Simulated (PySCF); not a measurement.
# How methods differ on the excitation energy of Tl

Tl [Xe] 4f14 5d10 6s2 6p1 (2P) → Tl [Xe] 4f14 5d10 6s1 6p2 (4P), as a difference of total energies. All numbers are calculated (PySCF 2.14, the spin-free X2C one-electron Hamiltonian (Gaussian nucleus), in x2c-TZVPPall). Correlated levels: valence: [Xe] 4f14 5d10 frozen. The calculations carry no spin-orbit coupling.

```tsv
method	excitation energy (cm⁻¹)
UHF	35075
MP2 (valence)	39294
SCS-MP2 (valence)	40913
CCSD (valence)	40611
CCSD(T) (valence)	40699
```

Spin-orbit coupling is strong in these open shells (close to jj coupling). The scalar numbers leave it out and a first-order estimate fails, so it can dominate the gap to the real levels.
